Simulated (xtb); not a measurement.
F6W, charge +1, doublet, geometry from GFN2-xTB (such geometries of metal compounds can be far from the true shape) (the multiplicity is a formal guess), atoms displaced at random by about 0.02 Å a coordinate. Base run: GFN2-xTB (xtb).

xtb was given this input:
```
$ xtb mol.xyz --gfn 2 --chrg 1 --uhf 1 --opt --json

# file mol.xyz
7

W      0.04134746     0.00979176    -0.00258571
F      1.09903162    -0.46300591    -1.40657069
F     -1.12213228     0.45585455     1.40252671
F     -1.18814048     0.78311140    -1.17657887
F     -0.88683176    -1.57535904    -0.19878820
F      0.86596966     1.62870777     0.16967660
F      1.18963631    -0.79559766     1.21634998
```

Each row names what was changed in the base input (with any setting that the change needs).

```csv
change,ΔE vs base (kJ/mol),optimiser steps
base,0.00,10
alpb = hexane,-135.2,10
engine = lbfgs,0.00,-
opt level = loose,0.18,4
alpb = acetone,-170.4,9
opt level = tight,0.00,10
opt level = sloppy,0.24,3
opt level = crude,0.72,1
opt level = vtight,0.00,12
engine = inertial,0.10,-
```
